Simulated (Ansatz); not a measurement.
C$_{2}$H$_{7}$BO$_{2}$ (`BC(O)CO`) at its PBE0-D4/def2-TZVP geometry, where that method's forces vanish. The species carries charge 0 and has multiplicity 1.

```xyz
12

B     0.3558    1.5235   -0.3619
C    -0.4120    0.2840    0.1718
O    -0.0425    0.1908   -1.2960
C     0.2358   -0.8377    0.9082
O    -0.3581   -2.0976    0.6734
H     1.5430    1.5776   -0.2373
H    -0.2679    2.4800   -0.7231
H    -1.4962    0.2883    0.2688
H    -0.8146    0.4159   -1.8257
H     1.3094   -0.8508    0.6838
H     0.1281   -0.6364    1.9778
H    -0.1808   -2.3376   -0.2398
```

(1) What forces (eV/Å) does PBE-D4/def2-TZVPP give on these atoms in Ansatz 0.2.0? (Best estimate.)

Results:

(1) Ansatz gave: 
```
B1   0.070  0.228  0.016
C2  -0.092  0.077  0.392
O3   0.485 -0.283 -0.314
C4   0.086  0.232 -0.018
O5  -0.330 -0.441  0.379
H6   0.124  0.005  0.012
H7  -0.059  0.101 -0.032
H8  -0.235  0.002  0.031
H9  -0.380  0.130 -0.236
H10  0.258  0.022 -0.029
H11 -0.012  0.050  0.237
H12  0.087 -0.122 -0.438
```
